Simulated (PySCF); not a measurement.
TeBrI, SMILES [Te](I)Br. Heavy atoms are numbered as in [Te:1]([Br:2])[I:3].

Geometry: B3LYP-D3(BJ)/def2-SVP. The def2 effective core potentials stand for the cores of I, Te; spin–orbit coupling is left out.

Computed with HF/def2-TZVPD in PySCF.

Mulliken values depend strongly on the basis, most of all with diffuse functions as here. ESP charges are fitted to the potential on shells at 1.4 to 2.0 van der Waals radii. Atomic charges (e), one atom of each kind:

| atom | Mulliken | ESP fit |
|---|---|---|
| Te1 | 0.30 | 0.17 |
| Br2 | -0.21 | -0.12 |
| I3 | -0.09 | -0.05 |
